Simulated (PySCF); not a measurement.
SMILES CCBN (C2H8BN), singlet, CAM-B3LYP/def2-SVP optimised geometry.

```
12

B      0.33     0.61     0.00
H      1.55     0.61     0.00
C     -0.46    -0.75     0.02
C      0.02    -1.76    -1.03
H     -1.55    -0.58    -0.09
H     -0.32    -1.18     1.02
H      1.10    -1.97    -0.92
H     -0.13    -1.40    -2.05
H     -0.50    -2.73    -0.94
N     -0.30     1.85     0.00
H      0.20     2.73     0.01
H     -1.31     1.96    -0.01
```

Density from CAM-B3LYP/def2-TZVP in PySCF 2.14.0 at that geometry.

Minimum of the electron density along straight lines between bonded atoms, close to the bond critical point (lines longer than 1.1 times the sum of covalent radii, or with two minima, are not listed):

| bond | length / Å | ρ at the minimum / e bohr⁻³ | ∇²ρ there / e bohr⁻⁵ | position (fraction from the first atom) |
|---|---|---|---|---|
| B1–H2 | 1.213 | 0.178 | -0.36 | 0.43 |
| B1–C3 | 1.578 | 0.189 | -0.35 | 0.33 |
| C3–C4 | 1.532 | 0.240 | -0.59 | 0.50 |
| C3–H5 | 1.105 | 0.268 | -0.88 | 0.63 |
| C3–H6 | 1.107 | 0.265 | -0.86 | 0.64 |
| C4–H7 | 1.101 | 0.273 | -0.92 | 0.64 |
| C4–H8 | 1.102 | 0.272 | -0.92 | 0.64 |
| C4–H9 | 1.101 | 0.273 | -0.92 | 0.64 |
| B1–N10 | 1.392 | 0.215 | 0.64 | 0.33 |
| N10–H11 | 1.012 | 0.337 | -1.70 | 0.74 |
| N10–H12 | 1.013 | 0.336 | -1.67 | 0.74 |
